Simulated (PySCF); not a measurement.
Identify the unknown among the candidates.

All candidates are C3H14OSi3.

| technique | computed result |
| --- | --- |
| Dipole | 1.24 D [B3LYP/def2-SVPD] |
| 13C NMR | chemical shifts (computed TMS as zero) by class: 21.5 (1 C), 20.9 (1 C), 17.1 (1 C) ppm [GIAO KT3/pcSseg-1] |
| Polarisability | 125.6 au [B3LYP/def2-SVPD] |
| XPS | Si2p3/2 106.3, Si2p3/2 106.7, Si2p3/2 107.4, C1s 290.1, C1s 290.6, C1s 290.6, O1s 537.6, Si1s 1845.9, Si1s 1846.6, Si1s 1847.4 eV [ΔSCF SCAN, pcX-2 on the ionised atom, pcseg-1 elsewhere, spin-free X2C, 2p3/2 from a spin–orbit splitting computed afterwards within the 2p shell] |
| Rotational structure | rotational constants A, B, C: 1.421, 1.056, 0.659 GHz [PBE0-D3(BJ)/def2-SVP] |
| NMR, other nuclei | isotropic shieldings of nuclei other than C and H, by class: 318 (1 O), 359 (1 Si), 409 (1 Si), 474 (1 Si) ppm [GIAO KT3/pcSseg-1] |

Gas-phase values; electronic properties from PySCF, density fitting. Levels stand in brackets. One conformer (not necessarily the lowest) at the PBE0-D3(BJ)/def2-SVP geometry, without solvent, vibrations or thermal averaging. NMR values are class means; diastereotopic atoms form classes of their own.

Question: Which candidate is it?
A. `CC(C)[Si@@H]([SiH3])O[SiH3]`
B. `CC(C)[SiH2][SiH2]O[SiH3]`
C. `CC[Si@@H](C)O[SiH2][SiH3]`
D. `CC(C)O[SiH2][SiH2][SiH3]`

Answer: A. It is `CC(C)[Si@@H]([SiH3])O[SiH3]`. Numbering: `[CH3:1][CH:2]([CH3:3])[Si@@H:4]([SiH3:5])[O:6][SiH3:7]`. Its formula, C3H14OSi3, gives 0 degrees of unsaturation, so no ring and no π bond. 3 carbons fall into 3 classes; from least to most shielded: sp3 carbon bound to silicon [C2] (21.5 ppm), methyl carbon [C1] (20.9 ppm), methyl carbon [C3] (17.1 ppm). The other shieldings belong to: 318 ppm, siloxane oxygen [O6]; 359 ppm, oxygen-bound silicon [Si4]; 409 ppm, oxygen-bound silicon [Si7]; 474 ppm, SiH3 silicon [Si5]. The core levels belong to: Si2p3/2 106.3 eV, SiH3 silicon [Si5]; Si2p3/2 106.7 eV, oxygen-bound silicon [Si4]; Si2p3/2 107.4 eV, oxygen-bound silicon [Si7]; C1s 290.1 eV, sp3 carbon bound to silicon [C2]; C1s 290.6 eV, methyl carbon [C1]; C1s 290.6 eV, methyl carbon [C3]; O1s 537.6 eV, siloxane oxygen [O6]; Si1s 1845.9 eV, SiH3 silicon [Si5]; Si1s 1846.6 eV, oxygen-bound silicon [Si4]; Si1s 1847.4 eV, oxygen-bound silicon [Si7]. The optimised geometry has point group C1 and is an asymmetric top.

The others, at the same levels:
- `CC(C)O[SiH2][SiH2][SiH3]` fails: it has 2 carbon classes against 3; its computed 13C shifts are 72.6 (1 C), 24.9 (2 C) ppm, core binding energies are Si2p3/2 106.1, Si2p3/2 106.3, Si2p3/2 106.8, C1s 290.6 (×2), C1s 292.1, O1s 537.5, Si1s 1845.7, Si1s 1846.0, Si1s 1846.6 eV and static isotropic polarisability is 132.0 au (against 125.6 au).
- `CC(C)[SiH2][SiH2]O[SiH3]` fails: it has 2 carbon classes against 3; its computed 13C shifts are 23.6 (2 C), 16.5 (1 C) ppm, rotational constant A is 4.583 GHz (against 1.421 GHz) and smallest rotational constant is 0.444 GHz (against 0.659 GHz).
- `CC[Si@@H](C)O[SiH2][SiH3]` fails: its computed 13C shifts are 12.8 (1 C), 9.0 (1 C), -2.5 (1 C) ppm, core binding energies are Si2p3/2 106.4, Si2p3/2 106.7, Si2p3/2 107.0, C1s 290.0, C1s 290.1, C1s 290.7, O1s 537.4, Si1s 1846.1, Si1s 1846.7, Si1s 1846.9 eV and rotational constant A is 3.069 GHz (against 1.421 GHz).

Each candidate is one conformer, not necessarily the lowest. Dipoles, sizes and rotational constants follow the conformer. The torsions of the flexible species, by atom-mapped SMILES:
- `[CH3:1][CH:2]([CH3:3])[Si@@H:4]([SiH3:5])[O:6][SiH3:7]`: C1–C2–Si4–Si5 -175°, C2–Si4–O6–Si7 -8°
- `[CH3:1][CH:2]([CH3:3])[O:4][SiH2:5][SiH2:6][SiH3:7]`: C1–C2–O4–Si5 85°, C2–O4–Si5–Si6 179°, O4–Si5–Si6–Si7 21°
- `[CH3:1][CH:2]([CH3:3])[SiH2:4][SiH2:5][O:6][SiH3:7]`: C1–C2–Si4–Si5 56°, C2–Si4–Si5–O6 173°, Si4–Si5–O6–Si7 -178°
- `[CH3:1][CH2:2][Si@@H:3]([CH3:4])[O:5][SiH2:6][SiH3:7]`: C1–C2–Si3–C4 62°, C2–Si3–O5–Si6 -108°, Si3–O5–Si6–Si7 -166°
